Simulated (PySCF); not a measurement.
Geometries of 2 isomers of C7H8S, from PBE0-D3(BJ)/def2-SVP geometry optimisation, gas phase in PySCF. One conformer each, no zero-point energy, no frequencies.

Question: Which isomer lies lower at this level?
A.
```xyz
16
angstrom
C     -2.899    0.143   -0.276
C     -1.755   -0.433   -0.642
C     -0.738   -0.997    0.309
C      0.608   -0.351    0.156
C      1.014    0.882    0.601
C      2.351    1.198    0.228
C      2.943    0.203   -0.503
S      1.874   -1.121   -0.733
H     -3.599    0.543   -1.014
H     -3.181    0.234    0.779
H     -1.497   -0.501   -1.707
H     -0.642   -2.084    0.144
H     -1.089   -0.867    1.345
H      0.364    1.543    1.177
H      2.857    2.128    0.494
H      3.952    0.174   -0.912
```
B.
```xyz
16
angstrom
C     -2.853   -0.903   -0.479
S     -2.073    0.702   -0.690
C     -0.401    0.411   -0.216
C      0.103   -0.825    0.205
C      1.446   -0.949    0.560
C      2.303    0.147    0.501
C      1.800    1.380    0.081
C      0.464    1.516   -0.275
H     -3.905   -0.762   -0.764
H     -2.410   -1.664   -1.137
H     -2.815   -1.242    0.567
H     -0.544   -1.701    0.261
H      1.823   -1.921    0.886
H      3.353    0.044    0.780
H      2.459    2.251    0.029
H      0.079    2.485   -0.603
```

Answer: B. That is `c1ccc(SC)cc1`, 22.9 kcal/mol below the other.

```json
{"SMILES": "CSc1ccccc1", "atoms numbered as above": "[CH3:1][S:2][c:3]1[cH:4][cH:5][cH:6][cH:7][cH:8]1", "E (Eh)": "-668.98193", "relative (kcal/mol)": "0.0", "relative (kJ/mol)": "0.0", "dipole (D)": "1.33"}
{"SMILES": "C=CCc1cccs1", "atoms numbered as above": "[CH2:1]=[CH:2][CH2:3][c:4]1[cH:5][cH:6][cH:7][s:8]1", "E (Eh)": "-668.94543", "relative (kcal/mol)": "22.9", "relative (kJ/mol)": "95.8", "dipole (D)": "0.39"}
```

As drawn, the higher has a C=C bond outside aromatic rings, which the lower lacks.
